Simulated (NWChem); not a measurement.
# VF5; SMILES [F][V]([F])([F])([F])[F]

```xyz
6

V      0.0000     0.0000     0.0000
F      0.0000     0.0000    -1.7476
F      0.0000     0.0000     1.7476
F      1.2103     1.2103     0.0000
F     -1.6533     0.4430     0.0000
F      0.4430    -1.6533     0.0000
```
Atoms are numbered in this order, from 1.

Results from NWChem. Medium grid unless said otherwise, to which SCAN and Minnesota functionals are sensitive. Structure relaxed at the PBE-D3(BJ)/def2-SVP level.

**Question.** Order these by “orbital gap (eV)”, lowest first: MN15-L/def2-SVP; PW6B95/def2-SVP; B3LYP/def2-SVP; BP86/def2-SVP.

**Answer.** BP86/def2-SVP (3.63), MN15-L/def2-SVP (4.35), B3LYP/def2-SVP (5.63), PW6B95/def2-SVP (6.38)
